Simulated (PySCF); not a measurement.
ClCuH2O, SMILES [Cl][Cu]<-[OH2], multiplicity 1.

Coordinates come from a B3LYP-D3(BJ)/def2-TZVP optimisation. The multiplicity is an assumed one; other spin states were not compared.

Two levels are set side by side: PBE/def2-TZVPD (PySCF) and CAM-B3LYP/def2-TZVPD (PySCF). Same geometry, gas phase. Differences are taken from unrounded values.

```
quantity                     CAM-B3LYP    PBE  PBE minus CAM-B3LYP
---------------------------  ---------  -----  -------------------
orbital gap (eV)                  7.19   2.79                -4.39
highest occupied level (eV)      -8.24  -5.30                 2.94
lowest empty level (eV)          -1.05  -2.50                -1.45
dipole moment (D)                 8.59   8.02                -0.57
mean polarisability (bohr³)       45.5   51.8                  6.4
```

Without exact exchange PBE keeps part of each electron's self-repulsion, which lifts occupied levels and narrows the gap. PBE's more diffuse valence density responds more strongly to a field. Differences between two approximate levels are no errors against the true value.

Rough cost on one machine, each run with all the roots and properties that it gave: CAM-B3LYP against PBE within a factor of 2.
